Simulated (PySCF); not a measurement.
## 19F chemical shifts

One conformer, averaged over atoms made equivalent by symmetry, fast rotation or ring inversion, non-relativistic, isolated molecule. PBE0/pcSseg-1 with gauge-including orbitals; geometry from GFN2-xTB; PySCF 2.14.

Shieldings were converted by a linear fit to measured shifts: 19F: δ = 146.13 − 0.903σ +14.6 on sp3 carbon (rms 6.0 ppm, 223 shifts, 7.0 ppm with the 5 outliers that the fit left out vs CFCl3, solution or neat liquid). A few per cent of atoms miss by over 2 rms, more outside the fitted compound classes.

**Question.** Give the 19F shifts of `CC#CC[C@H](F)[SiH2]N(C)C`.

**Answer.** 
| compound | environment | δ (ppm) |
| --- | --- | --- |
| CC#CC[C@H](F)[SiH2]N(C)C | fluorine on an sp3 carbon | -212.2 |

**Question.** Order these by 19F shift, lowest first.
A. C[C@@H]([SiH3])[C@@](C)(F)C=O
B. CO[SiH2]/C(C)=C/CF
C. CS[C@@H]1[SiH2]C=C[SiH2][C@H]1F
D. C[SiH](C)C[C@@H](F)C=O
E. CC[Si@@H](C=O)[C@H](C)F

**Answer.** B (-227.9 ppm, fluorine on an sp3 carbon), E (-212.8 ppm, fluorine on an sp3 carbon), C (-200.4 ppm, fluorine on an sp3 carbon), D (-180.6 ppm, fluorine on an sp3 carbon), A (-159.4 ppm, fluorine on an sp3 carbon).
